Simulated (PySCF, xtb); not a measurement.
BH2, SMILES [BH2], multiplicity 2.

Harmonic wavenumbers (cm⁻¹) from GFN2-xTB (xtb 6.7.1) at its own minimum, in rising order: 873, 2690, 2774.

### Question
What does PySCF with PBE0-D3(BJ)/def2-TZVPD give at its own minimum? (Estimate from the structure and the level; the computed values follow.)

### Answer
979, 2584, 2755. Paired by order, the mean absolute difference is 77 cm⁻¹ and the zero-point energies are 9.1 and 9.0 kcal/mol.
